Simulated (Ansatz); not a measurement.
One change: `C=C=C([SiH3])[SiH3]` becomes `C=C=C([SiH3])CCl`.

Ansatz, PBE0-D4/def2-TZVP geometries, multiplicity 1. Each molecule was computed in one conformer, which needn't be the lowest.

```csv
property,`C=C=C([SiH3])[SiH3]`
LUMO energy (PBE/def2-TZVPP) / eV,-1.50
HOMO–LUMO gap (ωB97M-V/def2-TZVPP) / eV,10.99
HOMO energy (ωB97M-V/def2-TZVPP) / eV,-9.45
HOMO energy (PBE/def2-TZVPP) / eV,-6.20
size of the dipole moment (PBE/def2-TZVPP) / D,0.60
HOMO energy (PBE0/def2-TZVPP) / eV,-7.30
```

What does the change do to each property? (An estimate is asked.)

The calculation gave: 
```tsv
property	`C=C=C([SiH3])CCl`	shift
LUMO energy (PBE/def2-TZVPP) / eV	-1.51	-0.01
HOMO–LUMO gap (ωB97M-V/def2-TZVPP) / eV	11.46	0.47
HOMO energy (ωB97M-V/def2-TZVPP) / eV	-9.91	-0.46
HOMO energy (PBE/def2-TZVPP) / eV	-6.58	-0.38
size of the dipole moment (PBE/def2-TZVPP) / D	1.95	1.35
HOMO energy (PBE0/def2-TZVPP) / eV	-7.74	-0.44
```

Dipoles are sizes alone; their direction can turn.
